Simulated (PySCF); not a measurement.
**`C(=O)([O-])C1=C[C@H]2C=C[C@@H]12`, [C7H5O2]-, charge -1**

Geometry:
| atom | x (Å) | y (Å) | z (Å) |
| --- | --- | --- | --- |
| O1 | 2.770 | -0.807 | -1.019 |
| C2 | 2.402 | 0.119 | -0.281 |
| O3 | 3.044 | 1.082 | 0.165 |
| C4 | 0.925 | 0.077 | 0.150 |
| C5 | 0.118 | 0.819 | 0.911 |
| C6 | -1.116 | -0.024 | 0.657 |
| C7 | -1.842 | 0.314 | -0.621 |
| C8 | -1.044 | -0.434 | -1.384 |
| C9 | -0.193 | -0.898 | -0.238 |
| H10 | 0.233 | 1.723 | 1.481 |
| H11 | -1.680 | -0.406 | 1.506 |
| H12 | -2.650 | 1.000 | -0.816 |
| H13 | -0.954 | -0.607 | -2.442 |
| H14 | -0.014 | -1.958 | -0.096 |

Total charge -1.

Computed, not measured: TDDFT PBE0/def2-SVPD circular dichroism and optical rotation, one conformer, gas phase (PySCF). Geometry: GFN2-xTB.

The molecule is flexible and this is one conformer; a measurement averages over conformers. For a gas-phase anion, states above the detachment energy (about 1.7 eV, taken as minus the energy of the highest occupied orbital) lie in the continuum and depend on the basis.

(1) Draw the ECD and absorption spectra from the lowest 12 states, each a Gaussian of half-width 0.3 eV at 1/e height.

## Answers

(1) 
```
E (eV)  λ (nm)  Δε (L mol⁻¹ cm⁻¹)  ε (L mol⁻¹ cm⁻¹)
  3.15     393              -0.19              11.1
  3.30     375              -0.78              53.9
  3.45     359              -1.89               170
  3.60     344              -2.72               349
  3.75     330              -2.25               465
  3.90     318              -0.90               412
  4.05     306              +0.38               294
  4.20     295              +1.56               284
  4.35     285              +2.76               375
  4.50     275              +4.08               517
  4.65     266              +5.85               804
  4.80     258              +7.44              1220
  4.95     250              +7.12              1440
  5.10     243              +4.38              1340
  5.25     236              +0.83              1310
  5.40     229              -1.98              1640
```
Δε uses R in velocity form, ε uses f in length form. Only the states computed contribute, so the short-wavelength end is incomplete.
